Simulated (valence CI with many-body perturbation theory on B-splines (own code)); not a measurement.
## Ge¹⁷⁺: electric-dipole lines

Calculated by relativistic CI+MBPT: five valence electrons over a frozen Dirac-Fock core [Ne], radial functions for each j: 11 s, 11 p, 10 d, 8 f, 5 g, 2 h, with the one-electron correlation potential Σ1, the two-electron term Σ2, the three-electron term Σ3, Breit, model QED; selected CI, second order for the rest, scaled by the run's own slope (own B-spline code, finite nucleus).

No measured levels were compared; by estimate levels of excited configurations hold to 0.05 to 0.15 % of their energy, terms of the ground configuration to about 0.5 %. Among the levels kept, up to 3300 cm⁻¹ of a level comes from second order outside the variational space, and about a tenth of that is noise between levels of different J, which matters for small intervals.

Lines 51 to 100 of 588 in falling wavelength, among levels below 1558400 cm⁻¹, chosen from the strongest by gf and those to the six lowest levels. Wavelengths and rates use the calculated energies, so an error of 300 cm⁻¹ moves a line at 20.71 nm by 0.062 % and its rate by three times that or more. Electric multipoles are in the length gauge with retardation, E1 and E2 with the static RPA response of the core. Weak lines are less certain than strong ones. Lines between different terms over intervals too small for the method are left out, as are lines whose strength nearly cancels. Where a level lies close to another of its J and parity, the split of strength between their lines is uncertain. The highest levels of a list are the least certain.

Names give the largest LS component (configuration and term), which can be under half, so a name can repeat, a term be missing and a line seem to break the LS rules; names also repeat where a configuration has a term twice. Letters in brackets count levels of one name in rising energy.

| λ vac (nm) | Upper | Lower | A (s⁻¹) | log gf | Branch % |
| --- | --- | --- | --- | --- | --- |
| 20.71 | 3s 3p3 3d 2F°_5/2 [b] | 3s2 3p2 3d 2F_5/2 [b] | 3.94e+09 | -0.82 | 3.8 |
| 20.66 | 3s 3p3 3d 4D°_3/2 [d] | 3s2 3p2 3d 2D_3/2 [a] | 4.82e+09 | -0.91 | 4.2 |
| 20.65 | 3p4 3d 4F_7/2 | 3s 3p3 3d 4G°_7/2 | 1.95e+09 | -1.00 | 8.3 |
| 20.64 | 3s 3p3 3d 2F°_7/2 [c] | 3s2 3p2 3d 2F_7/2 [b] | 1.78e+09 | -1.04 | 1.9 |
| 20.63 | 3s 3p3 3d 2D°_5/2 [c] | 3s2 3p2 3d 2D_5/2 [a] | 3.22e+09 | -0.91 | 3.3 |
| 20.51 | 3s 3p3 3d 2G°_9/2 [b] | 3s2 3p2 3d 2G_9/2 | 1.69e+10 | 0.03 | 48.0 |
| 20.33 | 3p4 3d 4D_1/2 | 3s 3p3 3d 4F°_3/2 [a] | 1.26e+10 | -0.81 | 54.7 |
| 20.32 | 3s 3p3 3d 2F°_7/2 [b] | 3s2 3p2 3d 4P_5/2 | 2.50e+09 | -0.91 | 5.6 |
| 20.30 | 3s 3p3 3d 4F°_9/2 [b] | 3s2 3p2 3d 4F_9/2 | 5.48e+09 | -0.47 | 39.8 |
| 20.26 | 3s 3p3 3d 4F°_5/2 [b] | 3s2 3p2 3d 4D_3/2 | 6.43e+09 | -0.62 | 27.5 |
| 20.26 | 3s 3p3 3d 2P°_3/2 [c] | 3s2 3p2 3d 2D_3/2 [b] | 3.87e+09 | -1.02 | 4.3 |
| 20.15 | 3s 3p3 3d 4D°_7/2 [b] | 3s2 3p2 3d 2F_7/2 [a] | 3.26e+09 | -0.80 | 11.0 |
| 20.12 | 3s 3p3 3d 2D°_3/2 [a] | 3s2 3p2 3d 2F_5/2 [a] | 6.21e+09 | -0.82 | 28.5 |
| 20.12 | 3s 3p3 3d 2P°_1/2 [c] | 3s2 3p2 3d 2D_3/2 [c] | 1.01e+10 | -0.91 | 6.9 |
| 20.12 | 3s 3p3 3d 4F°_3/2 [b] | 3s2 3p2 3d 4D_3/2 | 4.95e+09 | -0.92 | 17.3 |
| 20.11 | 3s 3p3 3d 4F°_3/2 [b] | 3s2 3p2 3d 4D_1/2 | 6.28e+09 | -0.82 | 22.0 |
| 20.07 | 3s 3p3 3d 4D°_5/2 [d] | 3s2 3p2 3d 4D_7/2 | 5.65e+09 | -0.69 | 8.6 |
| 20.05 | 3s 3p3 3d 4F°_9/2 [b] | 3s2 3p2 3d 2F_7/2 [a] | 4.35e+09 | -0.58 | 31.6 |
| 20.03 | 3p4 3d 4D_7/2 | 3s 3p3 3d 4D°_7/2 [a] | 7.68e+09 | -0.43 | 31.3 |
| 20.02 | 3s 3p3 3d 4D°_1/2 [d] | 3s2 3p2 3d 4P_1/2 | 1.34e+10 | -0.79 | 12.5 |
| 20.02 | 3s2 3p2 3d 2P_3/2 [a] | 3s2 3p3 2D°_5/2 | 1.18e+10 | -0.55 | 84.1 |
| 19.99 | 3s 3p3 3d 2G°_9/2 [b] | 3s2 3p2 3d 2G_7/2 | 3.11e+09 | -0.73 | 8.8 |
| 19.98 | 3s 3p3 3d 4P°_3/2 [a] | 3s2 3p2 3d 4F_5/2 | 5.40e+09 | -0.89 | 24.7 |
| 19.98 | 3s 3p3 3d 4D°_5/2 [b] | 3s2 3p2 3d 4F_7/2 | 4.27e+09 | -0.81 | 24.4 |
| 19.97 | 3s 3p3 3d 4D°_5/2 [e] | 3s2 3p2 3d 4P_3/2 | 8.65e+09 | -0.51 | 7.9 |
| 19.96 | 3s 3p3 3d 4D°_3/2 [d] | 3s2 3p2 3d 4P_3/2 | 4.69e+09 | -0.95 | 4.1 |
| 19.95 | 3p4 3d 4D_5/2 | 3s 3p3 3d 4D°_5/2 [a] | 5.45e+09 | -0.71 | 24.6 |
| 19.91 | 3p4 3d 4D_3/2 | 3s 3p3 3d 4D°_3/2 [a] | 4.29e+09 | -0.99 | 19.7 |
| 19.80 | 3s 3p3 3d 2F°_7/2 [b] | 3s2 3p2 3d 2G_7/2 | 7.08e+09 | -0.48 | 15.9 |
| 19.77 | 3s 3p4 2D_3/2 | 3s2 3p3 4S°_3/2 | 2.19e+08 | -2.29 | 2.8 |
| 19.75 | 3s 3p3 3d 2D°_5/2 [d] | 3s2 3p2 3d 2D_5/2 [b] | 1.16e+10 | -0.39 | 12.2 |
| 19.75 | 3s 3p3 3d 4F°_7/2 [b] | 3s2 3p2 3d 4F_7/2 | 3.58e+09 | -0.78 | 14.8 |
| 19.75 | 3s2 3p2 3d 4D_1/2 | 3s2 3p3 2P°_3/2 | 3.32e+09 | -1.41 | 50.7 |
| 19.74 | 3s2 3p2 3d 4D_3/2 | 3s2 3p3 2P°_3/2 | 1.40e+08 | -2.49 | 2.8 |
| 19.73 | 3s 3p3 3d 4F°_7/2 [b] | 3s2 3p2 3d 2F_5/2 [a] | 2.80e+09 | -0.88 | 11.6 |
| 19.71 | 3s 3p3 3d 2G°_7/2 [b] | 3s2 3p2 3d 4D_7/2 | 6.87e+09 | -0.49 | 16.0 |
| 19.65 | 3s 3p3 3d 4P°_5/2 [b] | 3s2 3p2 3d 2F_7/2 [a] | 4.48e+09 | -0.81 | 10.1 |
| 19.61 | 3s 3p3 3d 4F°_5/2 [b] | 3s2 3p2 3d 2F_5/2 [a] | 5.86e+09 | -0.69 | 25.0 |
| 19.61 | 3s 3p3 3d 4D°_5/2 [e] | 3s2 3p2 3d 4P_5/2 | 7.85e+09 | -0.57 | 7.2 |
| 19.58 | 3s 3p4 2S_1/2 [b] | 3s2 3p3 2P°_1/2 | 1.64e+09 | -1.72 | 14.8 |
| 19.58 | 3s 3p3 3d 2F°_7/2 [a] | 3s2 3p2 3d 2F_7/2 [a] | 5.68e+09 | -0.58 | 37.0 |
| 19.54 | 3s 3p3 3d 2D°_3/2 [c] | 3s2 3p2 3d 4P_3/2 | 6.73e+09 | -0.81 | 7.0 |
| 19.48 | 3s 3p3 3d 2F°_7/2 [c] | 3s2 3p2 3d 2D_5/2 [b] | 6.77e+09 | -0.51 | 7.1 |
| 19.40 | 3s 3p3 3d 4D°_7/2 [d] | 3s2 3p2 3d 4P_5/2 | 1.06e+10 | -0.32 | 11.9 |
| 19.36 | 3s 3p4 2D_5/2 | 3s2 3p3 4S°_3/2 | 5.91e+07 | -2.70 | 1.0 |
| 19.35 | 3s2 3p 3d2 4G°_5/2 [b] | 3s2 3p2 3d 2D_3/2 [a] | 3.99e+09 | -0.87 | 5.6 |
| 19.34 | 3s2 3p2 3d 2P_3/2 [a] | 3s2 3p3 2D°_3/2 | 4.12e+08 | -2.03 | 2.9 |
| 19.31 | 3s 3p3 3d 6D°_3/2 | 3s 3p4 4P_5/2 | 1.13e+08 | -2.60 | 35.1 |
| 19.31 | 3s 3p3 3d 2P°_3/2 [d] | 3s2 3p2 3d 2D_5/2 [a] | 1.38e+10 | -0.51 | 8.9 |
| 19.26 | 3s 3p3 3d 6D°_5/2 | 3s 3p4 4P_5/2 | 1.57e+08 | -2.28 | 65.5 |

Problem. How does gf follow from A for the line at 19.99 nm?

Solution. gf = 1.4992 × (2J+1)_upper × A / σ², with σ = 500289 cm⁻¹ and 2J+1 = 10: gf = 0.186.
